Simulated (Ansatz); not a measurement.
Compare A (`[SiH3]C1=CCO1`) with its isomer B (`OC#CC[SiH3]`).

Program: Ansatz. Geometries: PBE0-D4/def2-TZVP. ΔE: electronic, gas phase. CCSD(T)/CBS is the MP2 limit (def2-TZVPP, def2-QZVPP) plus CCSD(T) − MP2 in def2-TZVPP, frozen cores. DFT in def2-TZVPP. B3LYP here is the variant with VWN-RPA as its local correlation; programs differ in this. Each species was taken in one conformer, which may not be the lowest.

(1) Which isomer does CCSD(T)/CBS put lower? Give the gap. (Estimate.)

(2) Give E(B) − E(A) in kJ/mol with r2SCAN-D4, ωB97M-V, CCSD(T)/def2-TZVPP, B3LYP-D4, B2PLYP, B3LYP, HF/def2-TZVPP. (Estimate.)

Largest T1 diagnostic: 0.014.

Answers

(1) Computed: A, by 14.8 kJ/mol.

(2) Computed: r2SCAN-D4 20.1, ωB97M-V 15.4, CCSD(T)/def2-TZVPP 15.6, B3LYP-D4 9.6, B2PLYP 7.2, B3LYP 6.7, HF/def2-TZVPP -6.7. The order is the other way round with HF/def2-TZVPP.

In def2-TZVPP, CCSD(T) changes the Hartree–Fock value by +22.2 kJ/mol (the triples alone add +4.4 kJ/mol) and MP2 by +14.7 kJ/mol.
